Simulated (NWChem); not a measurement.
System: BH2O2F; SMILES OB(O)F

Output (shortened):

```
             Northwest Computational Chemistry Package (NWChem) 7.3.0
             --------------------------------------------------------

                             Geometry "geometry" -> ""
                             -------------------------

 Output coordinates in angstroms (scale by  1.889725989 to convert to a.u.)

  No.       Tag          Charge          X              Y              Z
 ---- ---------------- ---------- -------------- -------------- --------------
    1 B                    5.0000    -0.04029500    -0.00010300     0.00000000
    2 F                    9.0000     1.30458600     0.00245300     0.00000000
    3 O                    8.0000    -0.71547200    -1.16929600     0.00000000
    4 H                    1.0000    -0.12743400    -1.92993000     0.00000000
    5 O                    8.0000    -0.71991000     1.16651700     0.00000000
    6 H                    1.0000    -0.13476200     1.92937800     0.00000000

 Effective nuclear repulsion energy (a.u.)     114.5200476922

                              NWChem Property Module
                              ----------------------

  itol2e modified to match energy
  convergence criterion.

                                 NWChem DFT Module
                                 -----------------

 Summary of "ao basis" -> "ao basis" (spherical)
 ------------------------------------------------------------------------------
       Tag                 Description            Shells   Functions and Types
 ---------------- ------------------------------  ------  ---------------------
 B                         def2-tzvp                11       31   5s3p2d1f
 F                         def2-tzvp                11       31   5s3p2d1f
 O                         def2-tzvp                11       31   5s3p2d1f
 H                         def2-tzvp                 4        6   3s1p

  itol2e modified to match energy
  convergence criterion.

[...]

          -----------------------
          Electric field gradient
          -----------------------

 1 a.u. = 0.324123 10**(16) esu/cm**3  ( or statvolts/cm**2 ) = 0.97174 10**(22) v/m**2

 ------------------------------------------------------------
   Atom      X         Y         Z
 ------------------------------------------------------------
    1 B   -0.07615  -0.00019   0.00000
 ------------------------------------------------------------

 Electric field gradient in molecular frame (a.u.)
         XX             YY             ZZ             XY             XZ             YZ
 ------------------------------------------------------------------------------------------
        0.054390       0.231508      -0.285898      -0.000337       0.000000      -0.000000

 Principal components (a.u.) and orientation
 of principal axis w.r.t. absolute frame                      Asymmetry parameter eta
 --------------------------------------------------------------------------------------
       -0.285898       0.231509       0.054389                       0.619521

       -0.000000      -0.001900       0.999998
        0.000000       0.999998       0.001900
        1.000000      -0.000000       0.000000

 ------------------------------------------------------------
   Atom      X         Y         Z
 ------------------------------------------------------------
    2 F    2.46531   0.00464   0.00000
 ------------------------------------------------------------

 Electric field gradient in molecular frame (a.u.)
         XX             YY             ZZ             XY             XZ             YZ
 ------------------------------------------------------------------------------------------
       -1.377725       1.013173       0.364552      -0.004545       0.000000       0.000000

 Principal components (a.u.) and orientation
 of principal axis w.r.t. absolute frame                      Asymmetry parameter eta
 --------------------------------------------------------------------------------------
       -1.377734       1.013182       0.364552                       0.470794

        0.999998      -0.001901       0.000000
        0.001901       0.999998      -0.000000
       -0.000000       0.000000       1.000000

 ------------------------------------------------------------
   Atom      X         Y         Z
 ------------------------------------------------------------
    3 O   -1.35205  -2.20965   0.00000
 ------------------------------------------------------------

 Electric field gradient in molecular frame (a.u.)
         XX             YY             ZZ             XY             XZ             YZ
 ------------------------------------------------------------------------------------------
        0.308315      -1.139980       0.831664       0.534996       0.000000      -0.000000

 Principal components (a.u.) and orientation
 of principal axis w.r.t. absolute frame                      Asymmetry parameter eta
 --------------------------------------------------------------------------------------
       -1.316171       0.831664       0.484506                       0.263764

       -0.312805       0.000000       0.949817
        0.949817       0.000000       0.312805
        0.000000       1.000000      -0.000000

 ------------------------------------------------------------
   Atom      X         Y         Z
 ------------------------------------------------------------
    4 H   -0.24082  -3.64704   0.00000
 ------------------------------------------------------------

[...]
```

Level: CAM-B3LYP/def2-TZVP. Coordinates come from a PBE0/def2-SVP optimisation. NWChem prints the field gradient with the sign opposite to the second derivative of the potential.

### Question
Which NWChem input produces such a log?

### Answer
One answer among several that fit: the input that was run:
```
start job
memory heap 200 mb stack 900 mb global 1100 mb
geometry units angstroms noautosym nocenter noautoz
  B     -0.040295    -0.000103     0.000000
  F      1.304586     0.002453     0.000000
  O     -0.715472    -1.169296     0.000000
  H     -0.127434    -1.929930     0.000000
  O     -0.719910     1.166517     0.000000
  H     -0.134762     1.929378     0.000000
end
basis spherical
  * library def2-tzvp
end
dft
  xc xcamb88 1.00 lyp 0.81 vwn_5 0.19 hfexch 1.00
  cam 0.33 cam_alpha 0.19 cam_beta 0.46
  iterations 150
end
property
  efieldgrad
end
task dft property
```
